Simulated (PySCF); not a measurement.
Ga(F)(Br)(NH2) (BrFGaH₂N), SMILES [F][Ga]([Br])[NH2]. Atoms are numbered in the order given.

```xyz
6

Ga    -0.0306    -0.7470     0.0000
F     -1.6088    -1.5090     0.0000
Br     0.0497     1.5320     0.0000
N      1.4218    -1.8028     0.0000
H      2.3702    -1.4466     0.0000
H      1.3679    -2.8151     0.0000
```
Charge 0, spin multiplicity 1.

Geometry: B3LYP-D3(BJ)/def2-SVP. The structure was generated by enumeration; whether it is a known compound was not checked. The values are those of a single conformer.

Calculation: IEF-PCM-PBE0/def2-SVP run with PySCF 2.14.0.

The values are the electrostatic part of the solvation free energy, E(continuum) − E(gas) at the gas-phase geometry, in a cavity of scaled van der Waals radii (PySCF's table); cavitation and dispersion terms are not included. A continuum can't describe solvent molecules that bind to the metal. In vacuum the orbital gap is 6.84 eV. The dipole moment in vacuum is 3.01 D.

**Question.** Estimate the values in water (ε = 78.36), 2-propanol (ε = 19.26), diethylether (ε = 4.24). (Estimate from the structure and the level; the computed values follow.)

**Answer.** 
| solvent | ε | ΔG(elec) (kcal/mol) | dipole (D) | gap (eV) |
|---|---|---|---|---|
| water | 78.36 | -6.6 | 3.66 | 6.67 |
| 2-propanol | 19.26 | -6.2 | 3.62 | 6.68 |
| diethylether | 4.24 | -4.6 | 3.46 | 6.72 |
